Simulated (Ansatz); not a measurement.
```yaml
crystal:
  periodic: [false, false, false]
  atoms:
    - {symbol: Br, position_ang: [-1.623406, -2.028094, 1.089614]}
    - {symbol: Si, position_ang: [-0.884139, -0.024976, 0.395719]}
    - {symbol: N, position_ang: [0.848922, 0.140535, 0.312626]}
    - {symbol: Al, position_ang: [0.473409, 0.317985, -1.420623]}
    - {symbol: H, position_ang: [-1.595422, 0.915980, 1.300058]}
    - {symbol: H, position_ang: [1.554815, 0.093745, 1.033217]}
    - {symbol: H, position_ang: [1.287019, 0.516724, -2.756313]}
basis:
  gaussian: {orbitals: def2-TZVP}
hamiltonian: {xc: {name: TPSS}, dispersion: d3bj}
output: {forces: true}
```

```sh
$ ansatz run in.yaml --threads 2 --pin off --events-out ev --progress --plain --max-ram 4352MiB
```

It prints (some lines left out):

```
Error: YAML parse error: error: line 13 column 19: hamiltonian.xc: no functional is named "TPSS"; the names, which are not case-sensitive, are SVWN5, SPW92, PBE, PBE0, PBEsol, revPBE, revPBE0, RPBE, rPW86-PBE, HSE06, wPBEh, LC-wPBE, HISS, HF, BLYP, B3LYP, B3LYP5, BHLYP, CAM-B3LYP, r2SCAN, r2SCANh, r2SCAN0, r2SCAN50, m-r2SCAN, B97, wB97, wB97X, wB97X-V, B97M-V, wB97M-V, B2PLYP, B2GP-PLYP, PBE0-DH, PBE-QIDH
11 | basis:
12 |   gaussian: {orbitals: def2-TZVP}
13 | hamiltonian: {xc: {name: TPSS}, dispersion: d3bj}
14 | output: {forces: true}
```

Task: What is wrong with this run?

Result: The method's name isn't one that the program takes here. The input was rejected before any iteration.

HSE06 is defined as in plane-wave codes.
